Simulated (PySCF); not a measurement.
PySCF 2.14 output of an unrestricted PBE0 calculation on a single atom or ion in def2-TZVPPD with the def2 core potential (46 electrons) (6s5p3d2f1g, 59 functions), with scalar relativity through the core potential:

```
SCF conv_tol = 1e-09
number electrons alpha = 6  beta = 4
    C. Adamo and V. Barone.,  J. Chem. Phys. 110, 6158 (1999)
    M. Ernzerhof and G. E. Scuseria.,  J. Chem. Phys. 110, 5029 (1999)
cycle= 1 E= -31.1561492126293  delta_E= -0.00305  |g|= 0.0105  |ddm|= 0.359
cycle= 2 E= -31.1562552139578  delta_E= -0.000106  |g|= 0.00225  |ddm|= 0.0534
cycle= 3 E= -31.1562621381033  delta_E= -6.92e-06  |g|= 0.000526  |ddm|= 0.0158
cycle= 4 E= -31.1562627970327  delta_E= -6.59e-07  |g|= 6.87e-05  |ddm|= 0.0052
cycle= 5 E= -31.156262810635  delta_E= -1.36e-08  |g|= 7.56e-06  |ddm|= 0.000648
cycle= 6 E= -31.1562628107393  delta_E= -1.04e-10  |g|= 5.46e-07  |ddm|= 4.18e-05
converged SCF energy = -31.1562628107393  <S^2> = 2.0012971  2S+1 = 3.0008646
```

The run itself started from symmetry-adapted Hartree-Fock orbitals and held the occupation by maximum overlap, on a logarithmic radial grid, so the iterations belong to that start.

Which element, charge and spin multiplicity is this?

La⁺ (lanthanum, charge +1), multiplicity 3; the state was [Xe] 5d1 6p1, one real determinant (an excited configuration).

⟨L²⟩ = 8.02 against 12 for a pure F term, so this real determinant mixes terms. Energies and moments cover only the electrons outside the core potential. Spin-orbit coupling, absent here, splits the open shell strongly.
